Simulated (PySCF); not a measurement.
Job file and geometry (Å, from GFN2-xTB) of a spin–spin coupling run on C₃H₁₁AsBN, B3LYP/pcJ-1 As:pcSseg-1 indirect spin-spin coupling, non-relativistic, gas phase (PySCF); density fitting, a coarse starting grid and PySCF grid level 2 are the driver's defaults:

```
$ OMP_NUM_THREADS=1 python probes_run.py task.json out

{"job": {"kind": "j", "xc": "B3LYP", "basis": "pcJ-1"}, "charge": 0, "multiplicity": 1}
N     -0.549930     1.439869     0.845394
B      0.754956     1.314636     1.279012
As    -2.217752    -0.760233    -1.478037
C      1.682529     0.203417     0.681499
C      1.136166    -1.158378     0.313822
C      1.561088    -0.226357    -0.763326
H     -0.951718     0.838008     0.139067
H     -1.195748     2.131576     1.185133
H      1.146389     2.055430     2.100676
H     -2.702503    -1.295950    -0.166845
H     -3.167613     0.389667    -1.327279
H     -3.286326    -1.532365    -2.175229
H      2.698849     0.175308     1.061479
H      1.747180    -2.025437     0.518106
H      0.075207    -1.333636     0.455074
H      0.795304     0.243111    -1.370005
H      2.466925    -0.446636    -1.308450
```

Question: Write the output of this run.

Answer: 
```
coarse grid: 60368 points
cycle   1  E = -2436.1696965863  dE = -3.970e-01  |g| = 8.700e-01  |ddm| = 3.137e+00
cycle   2  E = -2436.1397141284  dE =  2.998e-02  |g| = 8.218e-01  |ddm| = 9.693e-01
cycle   3  E = -2436.2447459249  dE = -1.050e-01  |g| = 1.643e-01  |ddm| = 6.531e-01
cycle   4  E = -2436.2501177987  dE = -5.372e-03  |g| = 5.062e-02  |ddm| = 1.348e-01
cycle   5  E = -2436.2505418931  dE = -4.241e-04  |g| = 1.258e-02  |ddm| = 3.413e-02
cycle   6  E = -2436.2505763251  dE = -3.443e-05  |g| = 2.728e-03  |ddm| = 1.153e-02
cycle   7  E = -2436.2505779191  dE = -1.594e-06  |g| = 5.276e-04  |ddm| = 2.540e-03
final grid: 127992 points
cycle   8  E = -2436.2505468487  dE = -7.870e-08  |g| = 6.702e-04  |ddm| = 2.248e-03
cycle   9  E = -2436.2505467941  dE =  5.456e-08  |g| = 9.097e-04  |ddm| = 1.488e-03
cycle  10  E = -2436.2505469372  dE = -1.431e-07  |g| = 8.576e-05  |ddm| = 7.202e-04
cycle  11  E = -2436.2505469388  dE = -1.667e-09  |g| = 2.416e-05  |ddm| = 9.044e-05
cycle  12  E = -2436.2505469389  dE = -1.096e-10  |g| = 2.429e-06  |ddm| = 1.704e-05
converged SCF energy = -2436.2505469389

Indirect spin-spin couplings (Hz)
  i      j    bonds     total        FC       PSO       DSO        SD
  0 N    1 B    1    -30.493   -33.171     3.139    -0.086    -0.375
  0 N    3 C    2     -0.861    -1.020     0.162    -0.009     0.007
  0 N    4 C    3     -0.747    -0.779    -0.021    -0.007     0.060
  0 N    5 C    3     -0.774    -0.807    -0.018    -0.007     0.058
  0 N    6 H    1    -81.854   -78.342    -2.761    -0.363    -0.388
  0 N    7 H    1    -87.149   -83.783    -2.704    -0.267    -0.394
  0 N    8 H    2     -5.100    -5.592     0.418     0.088    -0.014
  0 N    9 H    3      0.049     0.087     0.040    -0.069    -0.008
  0 N   10 H    3     -0.031     0.031     0.030    -0.081    -0.011
  0 N   11 H    3     -2.822    -2.985    -0.051     0.219    -0.005
  0 N   12 H    3     -3.800    -3.849    -0.110     0.157     0.000
  1 B    3 C    1     70.343    71.350    -1.708     0.291     0.409
  1 B    4 C    2     -1.404    -1.261    -0.111    -0.001    -0.030
  1 B    5 C    2     -1.379    -1.244    -0.107    -0.003    -0.026
  1 B    6 H    2     -1.025     0.259    -0.374    -0.752    -0.159
  1 B    7 H    2      1.312     2.570    -0.158    -0.973    -0.128
  1 B    8 H    1    131.756   131.741    -1.251     0.918     0.349
  1 B    9 H    2      0.015     0.012     0.032    -0.024    -0.005
  1 B   10 H    2     -0.022     0.019     0.106    -0.147    -0.000
  1 B   11 H    2     -0.046     0.321     0.190    -0.554    -0.003
  1 B   12 H    2     -1.429    -1.094    -0.174    -0.189     0.029
  1 B   13 H    3      2.722     2.723     0.462    -0.440    -0.022
  1 B   14 H    3      4.826     4.887    -0.192     0.141    -0.009
  1 B   15 H    3      4.849     4.927    -0.192     0.125    -0.011
  1 B   16 H    3      2.773     2.774     0.464    -0.443    -0.022
  3 C    4 C    1     10.018    10.621    -0.805     0.203         -
  3 C    5 C    1     10.185    10.817    -0.834     0.202         -
  3 C    6 H    3      5.218     5.180    -0.113     0.151         -
  3 C    7 H    3      9.560     9.640     0.386    -0.466         -
  3 C    8 H    2     12.640    12.888    -0.224    -0.024         -
  3 C    9 H    3     -0.014    -0.029     0.053    -0.038         -
  3 C   10 H    3     -0.055     0.040     0.096    -0.191         -
  3 C   11 H    3      0.125     0.380     0.157    -0.412         -
  3 C   12 H    1    153.155   151.159     1.039     0.957         -
  3 C   13 H    2     -1.822    -1.956     0.424    -0.289         -
  3 C   14 H    2     -0.096    -0.351     0.445    -0.190         -
  3 C   15 H    2     -0.082    -0.321     0.441    -0.202         -
  3 C   16 H    2     -1.835    -1.961     0.417    -0.291         -
  4 C    5 C    1     17.217    18.586    -1.561     0.192         -
  4 C    6 H    4     -0.269    -0.405    -0.215     0.351         -
  4 C    7 H    4     -0.470    -0.506     0.387    -0.351         -
  4 C    8 H    3      1.482     1.508     0.254    -0.280         -
  4 C    9 H    4      0.327     0.278    -0.111     0.160         -
  4 C   10 H    4      0.762     0.990     0.083    -0.312         -
  4 C   11 H    4      1.021     1.326     0.085    -0.391         -
  4 C   12 H    2     -2.070    -2.214     0.378    -0.235         -
  4 C   13 H    1    168.468   166.899     0.712     0.856         -
  4 C   14 H    1    165.464   163.788     0.687     0.989         -
  4 C   15 H    2     -1.647    -1.719     0.316    -0.244         -
  4 C   16 H    2     -1.812    -1.814     0.333    -0.331         -
  5 C    6 H    4     -0.242    -0.378    -0.227     0.363         -
  5 C    7 H    4     -0.420    -0.455     0.386    -0.352         -
  5 C    8 H    3      1.601     1.629     0.259    -0.286         -
  5 C   10 H    4     -0.158     0.026     0.062    -0.246         -
  5 C   11 H    4      0.872     1.186     0.104    -0.418         -
  5 C   12 H    2     -2.028    -2.165     0.376    -0.239         -
  5 C   13 H    2     -1.829    -1.836     0.338    -0.332         -
  5 C   14 H    2     -1.517    -1.598     0.317    -0.236         -
  5 C   15 H    1    167.106   165.501     0.637     0.968         -
  5 C   16 H    1    167.996   166.422     0.722     0.853         -
  6 H    7 H    2     -1.352    -2.585     5.868    -4.634         -
  6 H    8 H    3     15.160    15.272     2.743    -2.854         -
  6 H    9 H    4      0.689     0.075    -1.572     2.186         -
  6 H   10 H    4      0.747    -0.081    -1.703     2.530         -
  6 H   11 H    4     -5.358    -2.415     0.448    -3.390         -
  6 H   12 H    4     -0.171    -0.260     1.634    -1.545         -
  6 H   14 H    5      0.643    -0.052    -2.551     3.246         -
  6 H   15 H    5      0.616    -0.082    -2.661     3.359         -
  7 H    8 H    3      6.833     7.111     0.372    -0.650         -
  7 H    9 H    4      0.235    -0.024     0.093     0.166         -
  7 H   10 H    4      0.510    -0.088    -0.384     0.982         -
  7 H   11 H    4     -0.993     0.182     0.644    -1.819         -
  7 H   12 H    4      1.513     1.578     1.772    -1.837         -
  7 H   13 H    5     -0.267    -0.222     1.531    -1.576         -
  7 H   16 H    5     -0.264    -0.220     1.532    -1.576         -
  8 H    9 H    3      0.153     0.084     0.444    -0.375         -
  8 H   10 H    3      0.198     0.208     0.464    -0.474         -
  8 H   11 H    3      0.410     1.124     0.638    -1.352         -
  8 H   12 H    3      4.956     4.986    -0.001    -0.029         -
  9 H   10 H    2    -15.531   -15.357     0.512    -0.686         -
  9 H   11 H    2    -15.374   -15.069     0.607    -0.911         -
  9 H   13 H    5      0.256     0.092     0.270    -0.107         -
  9 H   14 H    5      1.281     0.290    -1.616     2.607         -
  9 H   15 H    5     -0.841     0.043    -0.009    -0.875         -
  9 H   16 H    5     -0.380    -0.008     0.705    -1.077         -
 10 H   11 H    2    -15.306   -15.023     0.623    -0.907         -
 10 H   13 H    5     -0.783    -0.007     0.758    -1.533         -
 10 H   14 H    5     -1.212     0.099     0.029    -1.340         -
 10 H   15 H    5     -0.805    -0.026    -0.257    -0.522         -
 10 H   16 H    5     -0.673    -0.054     0.673    -1.292         -
 11 H   12 H    4     -0.429     0.249     0.763    -1.441         -
 11 H   13 H    5     -0.554     0.185     0.523    -1.262         -
 11 H   14 H    5     -1.632     0.084     0.189    -1.904         -
 11 H   15 H    5     -1.735     0.097     0.316    -2.148         -
 11 H   16 H    5     -0.640     0.160     0.579    -1.379         -
 12 H   13 H    3     10.622    10.617     0.089    -0.083         -
 12 H   14 H    3      7.107     6.974     2.650    -2.517         -
 12 H   15 H    3      7.285     7.170     2.668    -2.552         -
 12 H   16 H    3     10.621    10.620     0.098    -0.098         -
 13 H   14 H    2     -4.484    -4.929     2.991    -2.547         -
 13 H   15 H    3      6.278     6.177     2.658    -2.556         -
 13 H   16 H    3      9.616     9.625     0.361    -0.369         -
 14 H   15 H    3      9.844     9.548     0.061     0.234         -
 14 H   16 H    3      6.292     6.176     2.649    -2.533         -
 15 H   16 H    2     -4.808    -5.215     3.009    -2.602         -
```

Size and cost of the density-fitted run: 286 basis functions, 3.4 min wall time on 1 thread of an Arm Neoverse N1, shared host; peak memory 1.2 GiB.
